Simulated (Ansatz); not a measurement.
Relaxation of CH3Se (5 atoms, charge -1, multiplicity 1), to a largest force component of 0.015 eV/Å in at most 40 steps.

Theory: RKS r2SCAN-D4/def2-TZVP in Ansatz 0.2.0.

```xyz
5
Properties=species:S:1:pos:R:3:forces:R:3
C -0.558 -0.406 0.092 -0.43 -0.86 0.18
Se 1.051 0.597 -0.142 0.43 0.43 -0.10
H -0.429 -0.912 1.070 -0.08 0.11 -0.08
H -0.494 -1.216 -0.663 -0.07 0.13 0.04
H 0.431 1.937 -0.358 0.16 0.19 -0.04
```

Q: Where does it end, and by what steps?

A: The forces met the threshold. Limits of this set-up: an anion without diffuse functions. After 7 steps the energy has fallen by 0.029 eV; H5 moved furthest, 0.05 Å.

```csv
step,energy less start (eV),largest force component (eV/Å),accepted
0,0.0000,0.856,yes
1,-0.0137,0.323,yes
2,-0.0265,0.184,yes
3,-0.0289,0.063,yes
4,-0.0288,0.097,no
5,-0.0291,0.036,yes
6,-0.0283,0.063,no
7,-0.0293,0.008,yes
```

```xyz
5
Properties=species:S:1:pos:R:3
C -0.584 -0.442 0.099
Se 1.048 0.619 -0.147
H -0.431 -0.924 1.079
H -0.495 -1.231 -0.666
H 0.463 1.979 -0.365
```

The run took 9.9 s on 2 threads of Intel(R) Xeon(R) Platinum 8488C (Sapphire Rapids) (shared host), peak memory 0.18 GiB.
